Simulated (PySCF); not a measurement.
**Radial density of Tc- (technetium, charge -1)**

BP86, [Kr] 4d6 5s2, high-spin 5D determinant. All numbers are calculated (PySCF 2.14, the spin-free X2C one-electron Hamiltonian (Gaussian nucleus), in x2c-TZVPPall with one added diffuse shell each of s, p, d, f type (9s7p7d3f1g, 95 functions)).

```
r (bohr)  4πr²ρ (e/bohr)  4πr²(ρα − ρβ)
  0.0368           48.90        -0.0012
  0.0620           49.99         0.0075
   0.104           67.80         0.0918
   0.175           47.17         0.3779
   0.295           50.73         0.4930
   0.496           31.00        -0.0004
   0.834           12.45         1.2702
    1.40           8.756         2.4642
    2.36           2.302         1.1234
    3.97          0.7005         0.1604
    6.68          0.1438        -0.0375
    11.2         0.01244        -0.0074
    18.9       2.061e-05         0.0000
```

Densities and radii are taken from the X2C orbitals without a picture-change correction, which distorts them close to the nucleus.

⟨S²⟩ = 6.06 against 6.00 shows spin contamination. At BP86 the highest occupied level has a positive energy, so only the finite basis holds that electron; in a semilocal or global hybrid functional this comes from self-interaction and does not mean that the real anion is unbound.

Where is the radial spin density 4πr²(ρα − ρβ) most negative, and why is it negative at all?

Around r = 6.68 bohr, down to -0.0375 e/bohr: exchange with the open shell polarises the paired shells in an unrestricted calculation.
